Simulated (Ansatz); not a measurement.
`B[SiH]1OP1` + `C=C(S)Cl` → `BSC(=C)Cl` + `O1[SiH2]P1` at 600 K and 1 bar (cleavage of the B–Si bond).

Program: Ansatz. Geometries: PBE0-D4/def2-TZVP. ΔE: electronic, gas phase. CCSD(T)/CBS is the MP2 limit (def2-TZVPP, def2-QZVPP) plus CCSD(T) − MP2 in def2-TZVPP, frozen cores. One conformer a species, not always the lowest.

```csv
species,CCSD(T)/CBS energy (Eh),H − E (kJ/mol),S (J/(mol·K))
`B[SiH]1OP1`,-732.35934,164.0,396.7
`C=C(S)Cl`,-935.43076,155.1,366.9
`BSC(=C)Cl`,-960.84027,202.4,419.1
`O1[SiH2]P1`,-706.98902,116.9,333.0
```

H − E and S are ideal-gas, rigid-rotor, harmonic terms from PBE0-D4/def2-TZVP, for one conformer and one mirror image of each species. 1 Eh = 2625.50 kJ/mol, R = 8.31446 J/(mol·K).

Q: By hand: ΔE, ΔH, ΔS and ΔG.

A: ΔE = (-960.84027) + (-706.98902) − (-732.35934) − (-935.43076) = -0.03919 Eh = -102.9 kJ/mol. Δ(H − E) = 202.4 + 116.9 − 164.0 − 155.1 = 0.2, so ΔH = -102.7 kJ/mol. ΔS = 419.1 + 333.0 − 396.7 − 366.9 = -11.5 J/(mol·K). ΔG = -102.7 − 600 × (-11.5)/1000 = -95.8 kJ/mol.

Q: By hand: the equilibrium constant, and the temperature at which ΔG would vanish if ΔH and ΔS stayed fixed.

A: log₁₀ K = −ΔG/(RT ln 10) = 8.3. ΔG = 0 at ΔH/ΔS = 8930 K, far beyond where these terms or the molecules hold.

The number of gas molecules stays the same, so ΔS is small and ΔH decides. A doubt of 5 kJ/mol in ΔE shifts log₁₀ K by 0.4 here. Other conformers and mirror images would add mixing entropy, several J/(mol·K) or more a flexible species. Modes under 60 cm⁻¹, often nearly free rotors, make the harmonic entropy too high. These are equilibria of isolated gas molecules and say nothing of rates. Largest T1 diagnostic: 0.021 (customary marks: 0.02 for closed shells, 0.045 for open ones).
